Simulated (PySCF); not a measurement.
## Worked example: oscillator strength and radiative lifetime

B(H)(F)(OH) (BFH2O), SMILES OBF.

The structure is a stationary point at B3LYP-D3(BJ)/def2-TZVP. The values are those of a single conformer.

TDDFT-LC-ωPBE/def2-SVPD run with PySCF puts the first singlet state with f over 0.02 at 8.47 eV (vertical), with the transition dipole (0.000, 0.000, -0.352) in atomic units.

Find the oscillator strength, the wavelength and the radiative lifetime that this transition would have in vacuum if emission retraced absorption.


|μ|² = 0.1239 au, so |μ| = 0.89 D. ΔE = 8.47/27.211 = 0.3113 hartree. f = (2/3) ΔE |μ|² = 0.026 (the program prints 0.026).
λ = 1239.84/8.47 = 146 nm; ν = 68315 cm⁻¹.
Einstein's coefficient A = 0.6670 ν² f s⁻¹ (ν in cm⁻¹) = 8.0e7 s⁻¹, so τ = 1/A = 12 ns. This state is S1. The figure is the radiative limit of this one transition; relaxation, internal conversion, crossing to triplets and a medium change what is measured.
